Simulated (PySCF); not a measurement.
All values below come from B3LYP-D3(BJ)/def2-TZVP (PySCF). Gas-phase values, no solvent. B3LYP has the VWN-RPA correlation part, as in Gaussian. 

Reference species (SMILES): `C1C(C1)=O` (neutral, multiplicity 1).

```yaml
HOMO–LUMO gap: 5.57 eV
dipole_moment: 2.94 D
HOMO: -6.78 eV
```

After one change: the HOMO–LUMO gap falls by 0.27 eV; the dipole moment drops by 1.06 D; the HOMO rises by 0.37 eV.

Task: Which change was made? The new species is one of these.
A. `CC#CO`
B. `CC=C=O`
C. `C#COC`
D. `CC1=CO1`

Result: B, `CC=C=O`
